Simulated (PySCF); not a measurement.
C₂H₇BeN (SMILES C[CH2][Be][NH2]), singlet, at a GFN2-xTB geometry (such geometries of metal compounds can be far from the true shape); PySCF with BHANDHLYP/6-31G, TDDFT.

PySCF was given this input:
```python
from pyscf import gto, scf, dft, tdscf

mol = gto.Mole()
mol.atom = '''
    Be   -0.11578402    0.32485051    0.76229318
    C     0.76541758   -0.81983011   -0.20003131
    C     0.31125638   -0.74610291   -1.66763131
    H     0.64004237   -1.86051354    0.11172822
    H     1.84975495   -0.67983868   -0.20315391
    H     0.49114235    0.24308465   -2.08416703
    H    -0.75243229   -0.95647560   -1.76028290
    H     0.84911340   -1.46988633   -2.28336868
    N    -0.93417306    1.33411449    1.52890858
    H    -0.94617013    1.48254113    2.52499260
    H    -1.58914693    1.99848307    1.14869471
'''
mol.basis = '6-31g'
mol.verbose = 4
mol.build()

mf = dft.RKS(mol)
mf.xc = 'bhandhlyp'
mf.kernel()
td = mf.TDDFT()
td.nstates = 5
td.kernel()
td.analyze()
```

It wrote (shortened):

```
PySCF version 2.14.0

[INPUT] verbose = 4
[INPUT] num. atoms = 11
[INPUT] num. electrons = 30
[INPUT] charge = 0
[INPUT] spin (= nelec alpha-beta = 2S) = 0
[INPUT] symmetry False subgroup None
[INPUT] Mole.unit = angstrom
[INPUT] Symbol           X                Y                Z      unit          X                Y                Z       unit  Magmom
[...]
nuclear repulsion = 92.9164819067462
number of shells = 34
number of NR pGTOs = 116
number of NR cGTOs = 50
basis = 6-31g
ecp = {}

******** <class 'pyscf.dft.rks.RKS'> ********
method = RKS
initial guess = minao
damping factor = 0
level_shift factor = 0
DIIS = <class 'pyscf.scf.diis.CDIIS'>
diis_start_cycle = 1
diis_space = 8
diis_damp = 0
SCF conv_tol = 1e-09
SCF conv_tol_grad = None
SCF max_cycles = 50
direct_scf = True
direct_scf_tol = 1e-13
XC library pyscf.dft.libxc version 7.1.2
    S. Lehtola, C. Steigemann, M. J. T. Oliveira, and M. A. L. Marques,  SoftwareX 7, 1–5 (2018)
XC functionals = bhandhlyp
    A. D. Becke,  J. Chem. Phys. 98, 1372 (1993)
    Defined through Gaussian implementation.
radial grids:
    Treutler-Ahlrichs [JCP 102, 346 (1995); DOI:10.1063/1.469408] (M4) radial grids

becke partition: Becke, JCP 88, 2547 (1988); DOI:10.1063/1.454033
pruning grids: <function nwchem_prune>
grids dens level: 3
symmetrized grids: False
atomic radii adjust function: <function treutler_atomic_radii_adjust>
small_rho_cutoff = 0
Set gradient conv threshold to 3.16228e-05
Initial guess from minao.
tot grids = 124520
init E= -149.999442821705
[...]
cycle= 1 E= -149.773561114642  delta_E= 0.226  |g|= 0.465  |ddm|= 2.75
[...]
cycle= 2 E= -149.782543455553  delta_E= -0.00898  |g|= 0.442  |ddm|= 0.691
[...]
cycle= 3 E= -149.827355356628  delta_E= -0.0448  |g|= 0.0363  |ddm|= 0.322
[...]
cycle= 4 E= -149.827659181347  delta_E= -0.000304  |g|= 0.0187  |ddm|= 0.0507
[...]
cycle= 5 E= -149.827751992066  delta_E= -9.28e-05  |g|= 0.00168  |ddm|= 0.0173
[...]
cycle= 6 E= -149.827753413374  delta_E= -1.42e-06  |g|= 0.000383  |ddm|= 0.00343
[...]
cycle= 7 E= -149.827753486152  delta_E= -7.28e-08  |g|= 0.000137  |ddm|= 0.000863
[...]
cycle= 8 E= -149.827753491666  delta_E= -5.51e-09  |g|= 3.59e-05  |ddm|= 0.000155
[...]
cycle= 9 E= -149.827753492106  delta_E= -4.4e-10  |g|= 3.99e-06  |ddm|= 4.8e-05
[...]
Extra cycle  E= -149.827753492112  delta_E= -5.85e-12  |g|= 2.44e-06  |ddm|= 7.56e-06
converged SCF energy = -149.827753492112

******** <class 'pyscf.tdscf.rks.TDDFT'> for <class 'pyscf.dft.rks.RKS'> ********
nstates = 5 singlet
deg_eia_thresh = 1.000e-03
wfnsym = None
conv_tol = 1e-05
eigh lindep = 1e-12
eigh level_shift = 0
eigh max_cycle = 100

Excitation energies (eV)
[6.59430245 7.32240867 7.33466905 8.30973162 8.39685695]

** Singlet excitation energies and oscillator strengths **
Excited State   1:      6.59430 eV    188.02 nm  f=0.0001
      15 -> 16       -0.69708
Excited State   2:      7.32241 eV    169.32 nm  f=0.0428
      15 -> 17        0.67688
      15 -> 19        0.17919
Excited State   3:      7.33467 eV    169.04 nm  f=0.0787
      14 -> 16       -0.69916
Excited State   4:      8.30973 eV    149.20 nm  f=0.0075
      14 -> 17        0.54793
      14 -> 19       -0.13982
      15 -> 18        0.41326
Excited State   5:      8.39686 eV    147.66 nm  f=0.0641
      14 -> 18       -0.69087

** Transition electric dipole moments (AU) **
state          X           Y           Z        Dip. S.      Osc.
  1        -0.0166     -0.0142      0.0024      0.0005      0.0001
  2         0.3670      0.3179     -0.0526      0.2385      0.0428
  3        -0.1473      0.0486     -0.6431      0.4377      0.0787
  4         0.0486      0.0173      0.1848      0.0368      0.0075
  5        -0.3928     -0.3961      0.0192      0.3116      0.0641

** Transition velocity dipole moments (imaginary part, AU) **
state          X           Y           Z        Dip. S.      Osc.
  1        -0.0033     -0.0022      0.0006      0.0000      0.0000
  2         0.1296      0.1141     -0.0177      0.0301      0.0747
  3        -0.0429      0.0165     -0.1783      0.0339      0.0839
  4        -0.0179      0.0416      0.0714      0.0071      0.0156
  5        -0.1336     -0.1334      0.0082      0.0357      0.0772

** Transition magnetic dipole moments (imaginary part, AU) **
state          X           Y           Z
  1         0.1945     -0.2447     -0.1914
  2         0.4582     -0.4099      0.7291
  3        -0.1795     -0.1935     -0.0067
  4         0.4178      0.4161     -0.1219
  5        -0.1424      0.2436      0.3510
```
